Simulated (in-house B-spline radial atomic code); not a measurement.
The numbers below are computed, except where a source is named.
## Ghost states of the separable form: Si

Si, [Ne] 3s2 3p2, non-relativistic LDA (VWN5), spherical and spin-unpolarised, from a B-spline radial code for spherical atoms (atomic units; all potentials screened as in the neutral atom).

Troullier-Martins channels: 3s (ε = -0.3981, r_c = 1.575 bohr), 3p (ε = -0.1533, r_c = 1.741 bohr). In the Kleinman-Bylander form one channel serves as the local potential, and each other channel l becomes |δV u><u δV|/<u|δV|u>, with δV = V_l − V_local and u the pseudo-orbital. Its strength is E_KB = <u|δV²|u>/<u|δV|u>. By the analysis of Gonze, Stumpf and Scheffler a spurious state lies below the reference level ε if E_KB > 0 and ε is above the second level of the local potential alone, or if E_KB < 0 and ε is above its first. The table's levels are those of angular momentum l in a sphere of 9 bohr, whose wall can lift a shallow ε a little above its free-atom value.

```tsv
local	channel	<u δV u>	<u δV² u>	ε	first local level	second local level
p	s	0.074203	0.19952	-0.3981	-0.5994	-0.0178
s	p	-0.036295	0.096437	-0.1528	-0.1328	0.1180
```

Problem. Apply the rule to each row.

Solution. Local p, channel s: E_KB = +2.69, so ε = -0.3981 is set against -0.0178: no ghost. Local s, channel p: E_KB = -2.66, so ε = -0.1528 is set against -0.1328: no ghost.

Diagonalising the separable Hamiltonian gives:

| local | channel | three lowest levels | all-electron, two lowest valence levels |
| --- | --- | --- | --- |
| p | s | -0.3981, 0.0311, 0.3321 | -0.3981, 0.0312 |
| s | p | -0.1528, 0.1064, 0.4276 | -0.1528, 0.1067 |

Problem. Which choices of local channel are safe?

Solution. All are free of ghosts. Among the safe choices the second level, which tests transfer, is off by at most 0.2 millihartree (s local), 0.2 millihartree (p local).
